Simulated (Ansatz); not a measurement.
Ag₁₃⁺. Charge 1, multiplicity 1. Geometry PBE-D4/def2-SVP.

```xyz
13

Ag    0.551    2.525    0.681
Ag    0.353   -0.546   -3.216
Ag   -1.805   -0.682   -1.641
Ag   -1.846    1.125    0.575
Ag    0.401   -2.864   -0.654
Ag    0.858   -0.127   -0.310
Ag   -0.280    1.803   -1.853
Ag    2.756    1.900   -0.828
Ag    0.115    0.499    2.636
Ag    1.374   -1.824    1.775
Ag   -3.868   -0.868    0.125
Ag    2.751    0.673    1.689
Ag   -1.361   -1.614    1.021
```

In the def2 sets Ag takes a core potential; there is no spin–orbit coupling. Another isomer (singlet) lies 0.73 eV lower at PBE-D4/def2-SVP; other spin states weren't run for this one.

Problem. Estimate the orbital energies around the gap (eV) in Ansatz with PBE-D4/def2-SVP, r2SCAN-D4/def2-SVP.

Solution. 
```csv
orbital,PBE-D4/def2-SVP,r2SCAN-D4/def2-SVP
HOMO−5,-10.17,-10.37
HOMO−4,-9.76,-9.78
HOMO−3,-9.48,-9.50
HOMO−2,-9.16,-9.13
HOMO−1,-7.94,-7.87
HOMO,-7.46,-7.38
LUMO,-7.01,-6.83
LUMO+1,-6.81,-6.65
LUMO+2,-6.55,-6.38
LUMO+3,-6.30,-6.11
LUMO+4,-5.65,-5.43
LUMO+5,-5.24,-5.01
```
